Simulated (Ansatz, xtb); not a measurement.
# Relative energy of two structures of CuF2H2NOSi

Structure I: a singlet given by its coordinates. Structure II: a singlet given by its coordinates. Both are isolated molecules in the gas phase, relaxed with B3LYP-D3(BJ)/def2-SVP.

I (Å):

```xyz
8

Cu   -1.5914    0.0019    1.8197
F     0.9157    1.7787   -0.3329
F     0.5556   -0.6142   -1.1970
N     0.5014   -0.1999    1.4997
O    -1.5696    0.6678   -0.0412
Si    0.0007    0.4591   -0.1176
H     0.9184   -1.1317    1.4601
H     1.1514    0.3993    2.0117
```

Close contacts (Å): Cu1–N4 2.13, Cu1–O5 1.98, Cu1–Si6 2.55, F2–Si6 1.62, F3–Si6 1.62, N4–Si6 1.82, O5–Si6 1.59, N4–H7 1.02, N4–H8 1.02.

II (Å):

```xyz
8

Cu   -1.1837    3.9421   -1.1047
F     0.4365    1.6642    0.1169
F    -1.6958    0.3277    0.2454
N    -0.0745   -0.1065   -1.9077
O    -1.4670    2.2422   -1.6501
Si   -0.7346    1.0529   -0.8482
H     0.1295   -1.0541   -1.6112
H    -0.3109   -0.0515   -2.8917
```

Close contacts (Å): Cu1–O5 1.81, Cu1–Si6 2.94, F2–Si6 1.64, F3–Si6 1.63, N4–Si6 1.70, O5–Si6 1.61, N4–H7 1.01, N4–H8 1.01.

Problem. Which of the two would you expect CCSD(T)/def2-SVP + ΔMP2/def2-TZVPP electronic energies to favour?

Solution. Structure I; the calculation gives E(II) − E(I) = +12.0 kJ/mol.

How the difference moves with the method:

| level | geometry | E(II) − E(I) (kJ/mol) | departure from the last row (kJ/mol) | job, with rough time for the two |
| --- | --- | --- | --- | --- |
| B3LYP-D3(BJ)/def2-SVP | B3LYP-D3(BJ)/def2-SVP | +12.4 | +0.4 | optimisation, 53 s |
| HF/def2-SVP | B3LYP-D3(BJ)/def2-SVP | −7.5 | −19.5 | part of the CCSD(T) run |
| MP2/def2-SVP | B3LYP-D3(BJ)/def2-SVP | +24.6 | +12.7 | part of the CCSD(T) run |
| CCSD(T)/def2-SVP | B3LYP-D3(BJ)/def2-SVP | +24.9 | +12.9 | single point |
| CCSD(T)/def2-SVP + ΔMP2/def2-TZVPP | B3LYP-D3(BJ)/def2-SVP | +12.0 |  | single point, 58 s |

HF/def2-SVP puts the two in the other order. The largest departure from CCSD(T)/def2-SVP + ΔMP2/def2-TZVPP is that of HF/def2-SVP, 19.5 kJ/mol. Levels run at GFN2-xTB geometries aren't shown. The last row adds to CCSD(T) the change of the MP2 difference between the two basis sets, here −12.9 kJ/mol, a large step that makes the value less sure.

With harmonic frequencies from B3LYP-D3(BJ)/def2-SVP (ideal gas, rigid rotor, one conformer each, 298.15 K, 1 atm): on the last row, ΔE + ΔZPE = +8.7 kJ/mol. A mode under 50 cm⁻¹ makes harmonic enthalpies and free energies unreliable, so none is given.

The T1 diagnostic of structure II is large, so the coupled-cluster value is less sure. The correlated steps freeze 14 core orbitals; the last core shell of Cu is correlated, in a basis made for valence electrons. Codes used: Ansatz 0.2.0; the last row on 2 threads of Intel(R) Xeon(R) 6975P-C (Granite Rapids) on a shared host.
